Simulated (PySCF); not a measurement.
C4H12W, SMILES [CH3][W]([CH3])([CH3])[CH3], multiplicity 1.

Geometry: PBE0-D3(BJ)/def2-SVP. The spin state was assumed, not searched. The def2 effective core potentials stand for the cores of W; spin–orbit coupling is left out.

These are PBE/def2-TZVP in PySCF values and carry that method's errors.

The total energy is -226.52216 hartree and the point group is D2d. The highest occupied level comes out as -2.87 eV. The lowest empty level is -2.80 eV and the orbital gap is 0.07 eV. The dipole moment is 0.00 D and the quadrupole, principal values (traceless, Buckingham form, about the centre of nuclear charge) is -1.21, 0.61, 0.61 D·Å. The mean static polarisability comes out as 105.4 bohr³ (15.61 Å³) and the polarisability, principal values is 104.3, 105.9, 105.9 bohr³.
